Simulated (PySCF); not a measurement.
CeN: energy against distance

Set-up: Ce x2c-TZVPall, N x2c-TZVPall; spin-free X2C with a Gaussian nucleus (PySCF 2.14). Energies in eV from Ce (4f1 5d1 6s2) + N in their ground configurations at the same level. State: doublet, about 1.4 electrons in the 4f shell (Mulliken), real f orbitals that mix terms.

All columns are PBE0. A positive dipole means Ce(−)N(+).

```
R (Å)  E (eV)  μ (D)  Mulliken charge on Ce (basis-dependent)  HOMO (eV)  LUMO (eV)  Mayer bond order  ⟨S²⟩
1.507  -4.316  -4.75                                     0.42      -2.27      -1.37              2.99  0.76
1.577  -5.330  -5.76                                     0.47      -2.54      -1.42              2.98  0.75
1.647  -5.896  -6.55                                     0.51      -2.87      -1.50              2.97  0.75
1.699  -6.100  -7.04                                     0.54      -3.14      -1.57              2.96  0.75
1.752  -6.159  -7.46                                     0.55      -3.43      -1.65              2.96  0.75
1.805  -6.102  -7.82                                     0.57      -3.72      -1.73              2.95  0.75
1.875  -5.887  -8.21                                     0.59      -4.11      -1.84              2.94  0.75
1.962  -5.457  -8.56                                     0.60      -4.31      -1.97              2.93  0.75
2.067  -4.789  -8.82                                     0.61      -4.27      -2.11              2.93  0.75
2.208  -3.773  -8.96                                     0.59      -4.25      -2.28              2.93  0.76
```

A fit through these points gives, at Re = 1.750 Å, μ = -7.44 D and dμ/dR = -7.42 D/Å; the reduced mass is 12.73 u.

Question: How strong is the fundamental in the double-harmonic approximation, I = 42.26·(dμ/dR)²/μred km/mol?

Answer: I = 42.26·(-7.42)²/12.73 = 183 km/mol at PBE0.

Spin–orbit coupling is left out, which matters for elements this heavy, above all for dissociation energies. With d or f electrons several states lie close, and the lowest PBE0 determinant need not be the measured ground state.
